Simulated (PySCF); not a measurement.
Br2Ge, neutral, multiplicity 1. Atoms are numbered in the order given.

```xyz
3

Ge     0.0000     0.0000     1.0225
Br     0.0000     1.8107    -0.4674
Br     0.0000    -1.8107    -0.4674
```

Geometry optimised at PBE0-D3(BJ)/def2-SVP. The isomer is the one that the SMILES or the coordinates give; other isomers of the formula were not compared.

All values below come from TDDFT-B3LYP/def2-SVPD run with PySCF.

Vertical excitations. The molecule is in vacuum. State labels are in the subgroup C2v.

```
state  symmetry  energy (eV)  λ (nm)      f                            main pairs
-----  --------  -----------  ------  -----  ------------------------------------
S1           B1         3.34     372  0.007                        HOMO→LUMO 99 %
S2           A2         3.50     354  0.000                     HOMO−1→LUMO 100 %
S3           B2         4.27     290  0.041                      HOMO−2→LUMO 94 %
S4           B1         4.76     260  0.006                      HOMO−4→LUMO 99 %
S5           A1         4.98     249  0.004                      HOMO−3→LUMO 88 %
S6           A2         5.62     221  0.000                     HOMO−5→LUMO 100 %
S7           A1         5.76     215  0.123                      HOMO→LUMO+1 85 %
S8           B2         5.83     213  0.001  HOMO−1→LUMO+1 67 %, HOMO→LUMO+2 31 %
S9           A1         6.13     202  0.021                    HOMO−1→LUMO+2 94 %
S10          A2         6.14     202  0.000                    HOMO−2→LUMO+1 99 %
T1           B1         2.53     490      0                        HOMO→LUMO 97 %
T2           A2         3.38     367      0                     HOMO−1→LUMO 100 %
T3           B2         3.62     342      0                     HOMO−2→LUMO 100 %
T4           A1         4.12     301      0                      HOMO−3→LUMO 99 %
```
Triplets are in the Tamm–Dancoff approximation, which puts them higher than full response would, so one can lie above its singlet here.
